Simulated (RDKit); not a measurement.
RDKit input (MMFF94):

```python
from rdkit import Chem
from rdkit.Chem import AllChem, rdDetermineBonds

mol = Chem.MolFromXYZFile('mol.xyz')
rdDetermineBonds.DetermineBonds(mol, charge=0)
print('SMILES', Chem.MolToSmiles(Chem.RemoveHs(mol)))
ff = AllChem.MMFFGetMoleculeForceField(mol, AllChem.MMFFGetMoleculeProperties(mol))
e0 = ff.CalcEnergy()
flag = ff.Minimize(maxIts=5000, forceTol=1e-5)
print(f'energy {e0:.4f} -> {ff.CalcEnergy():.4f} kcal/mol, converged: {flag == 0}')
print(Chem.MolToXYZBlock(mol))
```
mol.xyz:
```
15

C     -2.85520100    -0.52831300     0.19470100
O     -1.52797100    -0.26024100    -0.20757200
C     -0.94654900     0.83672100     0.48153600
Si     0.82271200     1.05219400    -0.16952000
Si     1.91477400    -1.02012500    -0.11845800
H     -2.90376800    -0.77199100     1.26349700
H     -3.50931800     0.33121400     0.00193000
H     -3.20474600    -1.38196900    -0.38420700
H     -1.53717000     1.75157600     0.32846500
H     -0.92602800     0.64836900     1.56526700
H      1.51742800     2.03548800     0.70190800
H      0.79449200     1.59637400    -1.54967300
H      1.73908400    -1.64224300     1.21800200
H      3.36915500    -0.84859200    -0.36269400
H      1.37033200    -1.93571600    -1.14764700
```

Output:

```
SMILES COC[SiH2][SiH3]
energy 37.8402 -> 35.1994 kcal/mol, converged: True
15

C     -2.989824   -0.446199    0.182150
O     -1.672627   -0.287220   -0.331720
C     -0.918018    0.674995    0.418669
Si     0.822425    1.005923   -0.189808
Si     2.020626   -0.953229   -0.063379
H     -2.956502   -0.801401    1.216524
H     -3.539613    0.498035    0.124379
H     -3.508895   -1.190961   -0.426977
H     -1.462733    1.626484    0.404494
H     -0.865915    0.338716    1.461077
H      1.453344    2.043758    0.675881
H      0.810323    1.545369   -1.580209
H      1.992015   -1.483155    1.327761
H      3.444546   -0.711130   -0.423988
H      1.488074   -1.997237   -0.979318
```

The geometry given is a B3LYP-D3(BJ)/def2-TZVP minimum.
